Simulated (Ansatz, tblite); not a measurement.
Forces on (LiBr)3 ring (Li3Br3) at its B3LYP-D4/def2-SVP geometry. The state is a singlet with charge 0.

The xTB rows come from tblite.

GFN1-xTB (tblite), largest force 0.19 eV/Å:

```xyz
6
positions Å, forces eV/Å
Li    0.049    1.207    1.571   -0.005   -0.115   -0.150
Br   -1.175    2.284   -0.096    0.017   -0.033    0.001
Li   -0.955    0.554   -1.646    0.091   -0.053    0.157
Br   -0.064   -1.565   -2.037    0.001    0.023    0.029
Li    0.906   -1.761    0.074   -0.086    0.168   -0.007
Br    1.239   -0.719    2.134   -0.018    0.011   -0.031
```

GFN2-xTB (tblite), largest force 0.27 eV/Å:

```
Li 0.007 0.166 0.217
Br 0.009 -0.018 0.001
Li -0.132 0.076 -0.227
Br 0.000 0.012 0.016
Li 0.125 -0.243 0.010
Br -0.010 0.006 -0.017
```

PBE0-D4/def2-TZVP (Ansatz), largest force 0.01 eV/Å:

```
Li 0.000 0.006 0.007
Br 0.000 -0.001 0.000
Li -0.004 0.003 -0.008
Br 0.000 0.000 0.001
Li 0.004 -0.008 0.000
Br 0.000 0.000 -0.001
```
